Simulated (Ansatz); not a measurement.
Si17OH22⁻, a nanocrystal with a defect cut from the lattice of silicon (double-bonded O in place of two caps). Charge -1, multiplicity 2. Geometry r2SCAN-D4/def2-SVP; atoms count from 1.

Cartesian coordinates in Å:
```
Si -2.8603 2.0083 2.5996
Si 0.4690 -0.7646 3.0081
Si -0.4196 -2.3400 -3.3883
Si 1.4337 -2.7445 -0.2147
Si -1.5156 -0.3170 -0.3002
Si 0.6500 2.5809 0.9868
Si 1.7264 0.5999 -2.1401
Si 3.6201 0.2232 1.1420
Si -3.3822 0.6369 0.7587
Si -2.2638 -1.4115 -2.2515
Si -0.3301 -1.8227 1.0646
Si -1.1935 3.5753 2.0532
Si 1.7997 1.0691 2.3743
Si 0.7845 -3.9944 -2.1465
Si 0.9011 -0.5042 -4.0438
Si 2.8457 -0.9351 -0.7549
Si -0.1033 1.4537 -0.9358
O 0.0508 -5.3700 -1.9102
H -4.0873 2.7552 3.0450
H -2.4063 1.1857 3.7648
H 1.3688 -1.7172 3.7443
H -0.5761 -0.3260 3.9943
H -0.9700 -2.9179 -4.6681
H 2.2238 -3.5755 0.7652
H 1.6022 3.6802 0.5984
H 2.6369 1.7434 -2.5004
H 4.4172 -0.6888 2.0315
H 4.5276 1.3621 0.7643
H -4.3540 -0.4167 1.2055
H -4.1059 1.5104 -0.2271
H -3.2164 -2.4894 -1.8197
H -3.0821 -0.4074 -3.0242
H -1.2903 -2.9040 1.4747
H -0.7780 4.3289 3.2848
H -1.8061 4.5788 1.1175
H 2.2964 1.8074 3.5880
H 2.0700 -0.9467 -4.8784
H 0.1436 0.4963 -4.8753
H 4.0552 -1.4263 -1.5036
H -0.8816 2.4239 -1.7828
```

Single mean-field runs in def2-TZVP are fitted with def2-universal-jkfit.

(1) Estimate the Mulliken populations of the heavy atoms from the PBE0/def2-TZVP orbitals of Ansatz.

(2) Where does the spin sit?

(3) And the Mayer bond orders between heavy atoms (over 0.3)?

Results:

(1) 
```
atom  charge (e)  spin (α − β)
 Si1       -0.01          0.00
 Si2       -0.03          0.02
 Si3       -0.06          0.08
 Si4       -0.06          0.09
 Si5        0.02          0.00
 Si6        0.00          0.00
 Si7        0.00          0.00
 Si8       -0.01          0.00
 Si9       -0.02          0.00
Si10        0.00          0.04
Si11        0.03          0.04
Si12       -0.01          0.00
Si13        0.01          0.00
Si14        0.25          0.50
Si15       -0.02          0.00
Si16        0.01          0.00
Si17        0.00          0.00
 O18       -0.59          0.21
```
Mulliken values depend strongly on the basis.

(2) Summed by element: Si 0.78, O 0.21, H 0.01, of 1 unpaired in all. Largest on single atoms: Si14 0.50, O18 0.21, Si4 0.09.

(3) Si1–Si9 0.95 (2.35 Å); Si1–Si12 0.96 (2.35 Å); Si2–Si11 0.94 (2.35 Å); Si2–Si13 0.95 (2.35 Å); Si3–Si10 0.93 (2.36 Å); Si3–Si14 0.85 (2.39 Å); Si3–Si15 0.94 (2.35 Å); Si4–Si11 0.91 (2.37 Å); Si4–Si14 0.84 (2.39 Å); Si4–Si16 0.92 (2.36 Å); Si5–Si9 0.93 (2.35 Å); Si5–Si10 0.93 (2.36 Å); Si5–Si11 0.92 (2.35 Å); Si5–Si17 0.92 (2.35 Å); Si6–Si12 0.95 (2.35 Å); Si6–Si13 0.94 (2.35 Å); Si6–Si17 0.93 (2.35 Å); Si7–Si15 0.95 (2.35 Å); Si7–Si16 0.94 (2.35 Å); Si7–Si17 0.93 (2.35 Å); Si8–Si13 0.95 (2.36 Å); Si8–Si16 0.94 (2.35 Å); Si14–O18 1.90 (1.58 Å).
